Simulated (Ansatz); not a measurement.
C$_{2}$H$_{9}$FSi$_{2}$, SMILES `CC([SiH3])[SiH2]F` at its PBE0-D4/def2-TZVP geometry, where that method's forces vanish. Charge 0, multiplicity 1.

```json
{"atom": "C1", "x (Å)": "0.6663", "y (Å)": "-0.0337", "z (Å)": "-1.4243"}
{"atom": "C2", "x (Å)": "-0.0248", "y (Å)": "0.4471", "z (Å)": "-0.1381"}
{"atom": "Si3", "x (Å)": "1.0834", "y (Å)": "0.1957", "z (Å)": "1.3605"}
{"atom": "Si4", "x (Å)": "-1.6874", "y (Å)": "-0.3482", "z (Å)": "0.0921"}
{"atom": "F5", "x (Å)": "-2.5964", "y (Å)": "-0.0653", "z (Å)": "-1.2007"}
{"atom": "H6", "x (Å)": "0.8619", "y (Å)": "-1.1093", "z (Å)": "-1.3902"}
{"atom": "H7", "x (Å)": "1.6266", "y (Å)": "0.4669", "z (Å)": "-1.5752"}
{"atom": "H8", "x (Å)": "0.0511", "y (Å)": "0.1588", "z (Å)": "-2.3065"}
{"atom": "H9", "x (Å)": "-0.2085", "y (Å)": "1.5294", "z (Å)": "-0.1925"}
{"atom": "H10", "x (Å)": "1.3757", "y (Å)": "-1.2520", "z (Å)": "1.5431"}
{"atom": "H11", "x (Å)": "0.4391", "y (Å)": "0.7115", "z (Å)": "2.5982"}
{"atom": "H12", "x (Å)": "2.3705", "y (Å)": "0.9119", "z (Å)": "1.1510"}
{"atom": "H13", "x (Å)": "-1.5560", "y (Å)": "-1.8225", "z (Å)": "0.2152"}
{"atom": "H14", "x (Å)": "-2.4014", "y (Å)": "0.2099", "z (Å)": "1.2674"}
```

Question: For each bond, give half the difference of the two atoms' forces along it (eV/Å; positive pushes the atoms apart) under PBE-D4, r2SCAN-D4, B3LYP-D4, ωB97M-V in def2-TZVPP. (Best estimate.)

Answer: Computed: 
```csv
bond,length (Å),PBE-D4,r2SCAN-D4,B3LYP-D4,ωB97M-V
C1–C2,1.537,0.00,0.17,0.22,0.21
C1–H6,1.094,0.11,-0.04,-0.06,-0.06
C1–H7,1.093,0.11,-0.04,-0.08,-0.08
C1–H8,1.093,0.11,-0.04,-0.08,-0.08
C2–Si3,1.881,0.01,0.00,0.09,0.03
C2–Si4,1.857,-0.04,-0.02,0.04,-0.03
C2–H9,1.099,0.11,-0.02,-0.10,-0.09
Si3–H10,1.488,0.07,-0.02,-0.07,-0.09
Si3–H11,1.488,0.05,-0.03,-0.08,-0.10
Si3–H12,1.488,0.08,-0.02,-0.10,-0.12
Si4–F5,1.605,0.52,0.03,0.18,0.18
Si4–H13,1.485,0.02,-0.02,-0.11,-0.14
Si4–H14,1.484,0.00,-0.03,-0.13,-0.15
```

B3LYP here is the variant with VWN-RPA as its local correlation; programs differ in this.
